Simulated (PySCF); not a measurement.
A structure optimised at ωB97X-D3(BJ)/def2-SVP, used in a PySCF frequency run:

```
O
C 1 1.4053
H 2 1.1020 1 108.63
H 2 1.1084 3 107.78 1 121.97
H 2 1.1084 3 107.78 4 116.06
Ge 1 1.7809 2 118.83 3 180.00
H 6 1.5298 1 105.30 2 180.00
H 6 1.5410 7 111.80 1 -118.23
H 6 1.5410 7 111.80 8 -123.54
```
Charge 0, spin multiplicity 1.

### Question
Write its SMILES, formula and point group.

### Answer
C[O][GeH3], CH6GeO, Cs

### Question
What are its rotational constants (standard atomic weights)?

### Answer
30.072, 4.0074, 3.7920 GHz
